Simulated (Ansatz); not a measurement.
Bond stretch in SiH (cation, charge +1), singlet.

Levels of theory: RHF/cc-pVQZ (Ansatz, a program for electronic structure); RMP2 = MP2 on RHF/cc-pVQZ, frozen core (Ansatz); UHF/cc-pVQZ (Ansatz); UCCSD = CCSD on UHF/cc-pVQZ, frozen core run with Ansatz; UCCSD(T) = Ansatz with CCSD(T) on UHF/cc-pVQZ, frozen core; RKS-CAM-B3LYP = restricted CAM-B3LYP/cc-pVQZ run with Ansatz; UKS-CAM-B3LYP = unrestricted CAM-B3LYP/cc-pVQZ (Ansatz); RKS-B3LYP = restricted B3LYP/cc-pVQZ in Ansatz; UKS-B3LYP = unrestricted B3LYP/cc-pVQZ run with Ansatz; RKS-PBE = restricted PBE/cc-pVQZ (Ansatz); UKS-PBE = Ansatz with unrestricted PBE/cc-pVQZ; FCI = Ansatz with full CI/cc-pVQZ, frozen core.

All curves are set to zero at 1.52 Å and compared with full CI in the same basis at 1.52, 1.57, 1.62, 1.63, 1.79, 1.88, 2.03, 2.28, 2.56, 2.74, 3.06, 3.27, 3.76, 4.15, 4.54, 5.41, 6.03 Å.

**Question.** Which method stays most parallel to full CI over these points, and which least?

**Answer.** UKS-B3LYP has the smallest spread and RHF the largest. In order (kcal/mol): UKS-B3LYP 4.19, UKS-PBE 5.18, UCCSD(T) 5.26, UCCSD 5.33, UKS-CAM-B3LYP 6.13, UHF 27.94, RKS-PBE 31.03, RMP2 32.71, RKS-B3LYP 41.85, RKS-CAM-B3LYP 63.12, RHF 92.88.

Errors against full CI at some of the points (kcal/mol):

| method | 1.88 Å | 2.28 Å | 3.06 Å | 3.76 Å | 6.03 Å |
|---|---|---|---|---|---|
| UKS-B3LYP | -0.6 | 1.0 | 0.4 | -1.4 | -1.1 |
| UKS-PBE | -2.7 | -3.0 | -2.3 | -4.9 | -5.2 |
| UCCSD(T) | 0.1 | 0.9 | 5.2 | 0.6 | -0.1 |
| UCCSD | 0.4 | 2.4 | 4.9 | 0.2 | -0.4 |
| UKS-CAM-B3LYP | 0.5 | 3.9 | 0.6 | -1.5 | -1.6 |
| UHF | 3.2 | 2.8 | -16.5 | -21.7 | -22.5 |
| RKS-PBE | -2.7 | -3.0 | 7.2 | 18.8 | 27.8 |
| RMP2 | 1.9 | 6.4 | 21.6 | 30.6 | -2.1 |
| RKS-B3LYP | -0.6 | 1.0 | 14.2 | 28.0 | 41.3 |
| RKS-CAM-B3LYP | 0.5 | 4.0 | 22.1 | 40.6 | 63.1 |
| RHF | 3.2 | 10.5 | 36.4 | 60.8 | 92.9 |

The restricted form behind RHF, RMP2, RKS-CAM-B3LYP, RKS-B3LYP, RKS-PBE keeps the bonding electrons paired and can't separate into open-shell fragments. The T1 diagnostic of CCSD on the restricted reference of RMP2 exceeds 0.045 at 3.06 to 6.03 Å. The unrestricted determinant behind UHF, UCCSD, UCCSD(T) is spin-contaminated at 1.24 to 1.79, 2.03 to 6.03 Å (<S²> up to 1.0, against 0.00 for a pure singlet). The unrestricted determinant behind UKS-CAM-B3LYP, UKS-B3LYP, UKS-PBE is spin-contaminated at 2.56 to 6.03 Å (<S²> up to 1.0, against 0.00 for a pure singlet).
